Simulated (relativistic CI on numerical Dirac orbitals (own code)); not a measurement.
One change at a time: Re VIII

Base calculation: Dirac-Coulomb-Breit CI, KLI orbitals optimised for each configuration, model QED, unscaled Slater integrals.

CI space (outside the closed core [Kr] 4d10): 4f¹⁴5s²5p⁶, 4f¹⁴5s²5p⁵5d, 4f¹³5s²5p⁶5d, 4f¹⁴5s5p⁶5d, 4f¹⁴5s²5p⁵5f, 4f¹⁴5s²5p⁵6s, 4f¹³5s²5p⁶6s, 4f¹⁴5s²5p⁵5g, 4f¹⁴5s²5p⁵6p, 4f¹⁴5s5p⁶5f, 4f¹³5s²5p⁶6p, 4f¹⁴5s5p⁶5g, 4f¹³5s²5p⁶5f, 4f¹⁴5s²5p⁵6d, 4f¹³5s²5p⁶6d, 4f¹⁴5s²5p⁵7s, 4f¹³5s²5p⁶7s, 4f¹⁴5p⁶5d², 4f¹⁴5p⁵5d³, 4f¹³5p⁶5d³, 4f¹⁴5p⁵5d²5f, 4f¹⁴5p⁵5d²6s, 4f¹³5p⁶5d²6s. Double excitations out of closed p, d and f shells are left out; levels of such configurations are missing from the list, as are those of other unlisted configurations, and high levels can miss mixing partners. These lack a partner that the ground configuration has and come out too high: 4f¹⁴5s²5p⁵5g, 4f¹⁴5s²5p⁵6p, 4f¹³5s²5p⁶6p, 4f¹³5s²5p⁶5f, 4f¹⁴5s²5p⁵6d.

Variants: (1) P86 correlation estimate; (2) Breit term removed; (3) one mean potential for all configurations. Shifts of the energy above 4f¹⁴5s²5p⁶ ¹S0, in cm⁻¹, for the lowest level and the first level of each name with at least 55 % of one term (blank where a level changes its place among those of its configuration and J or its character, or is not in the variant):

```
            Level    Base   Δ(1)   Δ(2)    Δ(3)
   4f¹⁴5s²5p⁶ ¹S0       0      0      0       0
4f¹⁴5s²5p⁵5d ³P°0  337986  +2408   +828   -1897
4f¹⁴5s²5p⁵5d ³P°1  345403  +2418   +897   -1876
4f¹⁴5s²5p⁵5d ³F°3  357876  +2425   +870   -1898
4f¹⁴5s²5p⁵5d ³F°4  360021  +2439  +1109   -1932
4f¹⁴5s²5p⁵5d ³D°3  382188  +2427  +1100   -2018
4f¹³5s²5p⁶5d ³P°2  387754  +4014  -1640  +11272
4f¹³5s²5p⁶5d ³H°5  393534  +4093  -1722  +11840
4f¹³5s²5p⁶5d ³H°6  403746  +4093  -1425  +12169
4f¹³5s²5p⁶5d ³H°4  411041  +4079  -1107  +12292
4f¹³5s²5p⁶5d ³G°5  414180  +4093  -1437  +12290
4f¹³5s²5p⁶5d ³P°0  415760  +4081   -626  +12740
4f¹³5s²5p⁶5d ³G°3  423015  +4092   -865  +12689
4f¹³5s²5p⁶5d ³D°1  423980  +4074   -653
```

At this charge configurations can still be misplaced by up to about 7 % of their energy. Levels and lines within the n = 5 or 6 shells can be off by up to 10 % or somewhat more, and those that change n by about 2 %, since core polarisation is missing. Levels that differ in their count of f electrons can be misplaced by several ten thousand cm⁻¹, since the correlation energy of f electrons is missing or only estimated; rates across such gaps can be off by orders of magnitude.

Ionisation energy from the two ground configurations alone: base 142.91 eV; P86 correlation estimate 144.474 eV; Breit term removed 143.03 eV. The NIST ASD value (semi-empirical) is 144.4 eV.

LS names give the leading component of a level, which can be under half, so a name can repeat, a term be missing and a line seem to break the LS rules.
